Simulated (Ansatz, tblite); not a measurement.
Cost and result up the ladder for In7Sb8H24⁺, a nanocrystal cut from zinc blende InSb (hydrogen-capped) (39 atoms). The state is a singlet with charge 1. Geometry: PBE-D4/def2-SVP.

| atom | x (Å) | y (Å) | z (Å) |
| --- | --- | --- | --- |
| In1 | -5.0196 | 0.5872 | -1.2770 |
| In2 | -2.6335 | -1.4135 | 3.0348 |
| In3 | -1.6073 | 3.7080 | 1.3499 |
| In4 | -0.1105 | -0.2685 | -0.8828 |
| In5 | 3.1468 | 2.6652 | 1.0721 |
| In6 | 2.1177 | -2.4660 | 2.7564 |
| In7 | 4.6321 | -1.5336 | -1.8392 |
| Sb8 | -3.9592 | 3.0731 | -0.3392 |
| Sb9 | -4.7936 | -1.0881 | 1.0302 |
| Sb10 | -2.5206 | -0.3024 | -2.4583 |
| Sb11 | -0.3662 | -2.0101 | 1.3122 |
| Sb12 | 0.5126 | 2.3699 | -0.1263 |
| Sb13 | 1.8752 | -1.2684 | -2.7125 |
| Sb14 | 4.8161 | 1.1428 | -0.8473 |
| Sb15 | 3.9829 | -3.0163 | 0.5194 |
| H16 | -6.4046 | 0.5257 | -2.3127 |
| H17 | -3.0782 | -2.8926 | 3.8115 |
| H18 | -2.3944 | 0.2201 | 3.5522 |
| H19 | -1.8967 | 2.7107 | 2.7343 |
| H20 | -1.4131 | 5.4048 | 1.0823 |
| H21 | 3.1445 | 1.6007 | 2.4363 |
| H22 | 3.6556 | 4.2941 | 0.7941 |
| H23 | 1.9868 | -4.0129 | 3.5174 |
| H24 | 2.6431 | -0.8947 | 3.2574 |
| H25 | 5.7392 | -2.1438 | -3.0211 |
| H26 | -5.3531 | 3.7930 | 0.3624 |
| H27 | -3.9853 | 4.0402 | -1.7584 |
| H28 | -6.2613 | -0.7335 | 1.8518 |
| H29 | -5.3213 | -2.6092 | 0.4310 |
| H30 | -2.6558 | -1.8693 | -3.1480 |
| H31 | -2.1793 | 0.5135 | -3.9302 |
| H32 | -0.7367 | -3.4763 | 0.4934 |
| H33 | 0.5893 | 3.1175 | -1.6736 |
| H34 | 1.7454 | -0.3489 | -4.1569 |
| H35 | 1.2679 | -2.7326 | -3.3725 |
| H36 | 5.0843 | 2.0445 | -2.2846 |
| H37 | 6.4521 | 1.2003 | -0.3247 |
| H38 | 3.7544 | -4.6022 | -0.0995 |
| H39 | 5.5441 | -3.3285 | 1.1659 |

Ansatz on 2 threads of AMD EPYC 7R13 on a shared host and a share (18 GiB) of an NVIDIA H100 80GB HBM3; xTB runs through tblite on one thread. Times are rough, summed over both states, and most runs start from the orbitals of an earlier one. PBE0-D4/def2-SVP serves as the yardstick here, not as an exact answer. The other state is a doublet.

In the def2 sets In, Sb take a core potential; there is no spin–orbit coupling. The xTB rows come from tblite. Single mean-field runs in def2-SVP are fitted with def2-universal-jkfit.

Run but left out: PBE-D4/def2-SVP (charge +2 doublet: an occupied level 0.02 eV above an empty one).

Raw xTB energies of ions are shifted by several eV.

| level | functions | wall time | vertical IE (eV) | difference from PBE0-D4/def2-SVP (eV) |
| --- | --- | --- | --- | --- |
| GFN1-xTB | 183 | 0.45 s | 13.32 | 3.05 |
| GFN2-xTB | 159 | 0.49 s | 13.84 | 3.57 |
| PBE0-D4/def2-SVP (with forces) | 510 | 22 s | 10.27 | 0.00 |
| BHLYP-D4/def2-SVP (with forces) | 510 | 27 s | 10.52 | 0.25 |
